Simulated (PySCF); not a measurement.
**Run times: thallium in aug-cc-pVTZ-DK3**

Measured wall times of calculations with PySCF 2.14 in aug-cc-pVTZ-DK3 (9s8p6d3f, 84 functions), with scalar relativity by spin-free X2C-1e, run from one Python driver. Hardware: 1 thread of Intel(R) Xeon(R) Platinum 8175M CPU @ 2.50GHz on a shared host, 1.3 GiB allowed. The two-electron integrals over 84 functions were computed once and kept in memory (53 CPU seconds with the set-up); the times below exclude them. Kohn-Sham runs start from converged Hartree-Fock orbitals.

Launch command (the driver calls PySCF for each step listed in the task file):

```bash
OMP_NUM_THREADS=1 python atomrun2.py TASK.json OUT
```

| species | step | iterations | wall time (s) |
| --- | --- | --- | --- |
| Tl [Xe] 4f14 5d10 6s2 7s1 | UHF | 1 | 0.8 |
| Tl [Xe] 4f14 5d10 6s2 7s1 | LDA | 5 | 1.2 |
| Tl [Xe] 4f14 5d10 6s2 7s1 | PBE | 6 | 2.7 |
| Tl [Xe] 4f14 5d10 6s2 7s1 | PBE0 | 6 | 3.1 |
| Tl [Xe] 4f14 5d10 6s2 7s1 | r2SCAN | 5 | 4.5 |
| Tl [Xe] 4f14 5d10 6s2 7s1 | B3LYP | 6 | 3.3 |
| Tl [Xe] 4f14 5d10 6s2 7s1 | MP2 (3 electrons) |  | 0.32 |

Question: Roughly how long does MN15 take for Tl [Xe] 4f14 5d10 6s2 7s1 here?

Answer: About 52 s.

Peak memory of the process: 0.53 GiB. Times on a shared host vary from run to run.
